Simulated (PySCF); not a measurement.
**Energy of Eu⁺ (europium, charge +1) between two integer charges**

The 6s alpha orbital of [Xe] 4f7 6s1 is emptied in steps (occupation f), with all orbitals relaxed, ending at [Xe] 4f7. All numbers are calculated (PySCF 2.14, a scalar-relativistic core potential, in def2-TZVP with the def2 core potential (28 electrons) (10s7p5d4f1g, 93 functions)). The exact energy is a straight line in f; departures are measured from the line between the end points of the same method.

```
  f  BHandHLYP (eV)  r2SCAN0 (eV)
  1           0.000         0.000
0.9          -0.120        -0.147
0.7          -0.281        -0.336
0.5          -0.335        -0.390
0.3          -0.283        -0.315
0.1          -0.122        -0.126
  0           0.000         0.000
```

```csv
method,E(f=0) − E(f=1) (eV),−ε at f=1 (eV),−ε at f=0.5 (eV)
BHandHLYP,11.180,9.848,11.175
r2SCAN0,11.177,9.528,11.243
```

Orbital energy along the path (eV):

```tsv
f	BHandHLYP	r2SCAN0
1	-9.848	-9.528
0.9	-10.112	-9.882
0.7	-10.643	-10.581
0.5	-11.175	-11.243
0.3	-11.710	-11.845
0.1	-12.260	-12.367
0	-12.547	-12.438
```

Reference removal energy between the ground levels: 11.24 ± 0.006 eV (semi-empirical (NIST evaluation); NIST Atomic Spectra Database, ionization energies).
